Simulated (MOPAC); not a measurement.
MOPAC input (MNDO):

```
MNDO PRECISE GNORM=0.05 LET XYZ CHARGE=1 GEO-OK AUX(PRECISION=9) THREADS=1
HCl2Se

Se    0.19742117 1   -0.16359053 1    0.58407614 1
Cl    0.90839488 1    1.43153558 1   -0.62899113 1
Cl   -1.25707067 1   -1.14350709 1   -0.61827994 1
H    -0.78483133 1    0.66559362 1    1.34501945 1
```

From the last part of the output:

```
                                                       MOPAC v23.2.5 Linux

          FINAL HEAT OF FORMATION =        149.75073 KCAL/MOL =     626.55705 KJ/MOL

          COSMO AREA              =        108.58 SQUARE ANGSTROMS
          COSMO VOLUME            =         94.73 CUBIC ANGSTROMS

          GRADIENT NORM           =          0.00385          =       0.00193 PER ATOM
          IONIZATION POTENTIAL    =         18.404447 EV
          HOMO LUMO ENERGIES (EV) =        -18.404 -8.539
          NO. OF FILLED LEVELS    =         10
          MOLECULAR WEIGHT        =        150.8739         POINT GROUP:  Cs

          MOLECULAR DIMENSIONS (Angstroms)

            Atom       Atom       Distance
           Cl     3   Cl     2     3.44017
            H     4   Cl     2     2.08157
           Se     1   Cl     3     0.72729

          SCF CALCULATIONS        =         13

   ATOM   CHEMICAL          X               Y               Z
  NUMBER   SYMBOL      (ANGSTROMS)     (ANGSTROMS)     (ANGSTROMS)

     1      Se          0.15612221  *  -0.12900056  *   0.55053119  *
     2      Cl          0.94977553  *   1.44622791  *  -0.60765603  *
     3      Cl         -1.26435922  *  -1.18668957  *  -0.59670357  *
     4       H         -0.62148756  *   0.52840716  *   1.38742557  *

                             CARTESIAN COORDINATES

   1   Se        0.156122207    -0.129000557     0.550531187
   2   Cl        0.949775526     1.446227907    -0.607656028
   3   Cl       -1.264359225    -1.186689571    -0.596703574
   4    H       -0.621487564     0.528407159     1.387425571

           Empirical Formula: H Se Cl2  =     4 atoms

      MOLECULAR POINT GROUP   :   Cs

                  EIGENVALUES
 -31.77389 -31.19325 -24.65328 -21.99622 -21.48555 -21.12658 -18.86949 -18.73768
 -18.48380 -18.40445  -8.53852  -7.38316  -6.10749

              NET ATOMIC CHARGES AND DIPOLE CONTRIBUTIONS

  ATOM NO.   TYPE          CHARGE      No. of ELECS.   s-Pop       p-Pop
    1         Se           2.079496        3.9205     1.96313     1.95737
    2         Cl          -0.339830        7.3398     1.99179     5.34804
    3         Cl          -0.339830        7.3398     1.99179     5.34804
    4          H          -0.399836        1.3998     1.39984
 DIPOLE           X         Y         Z       TOTAL
 POINT-CHG.     3.249    -2.713     4.731     6.348
 HYBRID        -0.565     0.477     0.393     0.837
 SUM            2.684    -2.236     5.124     6.201

          ATOMIC ORBITAL ELECTRON POPULATIONS

     Atom    s        px        py        pz
    1 Se   1.96313   0.63964   0.65384   0.66389
    2 Cl   1.99179   1.81432   1.71378   1.81994
    3 Cl   1.99179   1.77405   1.75127   1.82272
    4  H   1.39984

 **********************
 *                    *
 * JOB ENDED NORMALLY *
 *                    *
 **********************

 == MOPAC DONE ==
```

The dipole moment of an ion depends on the origin.
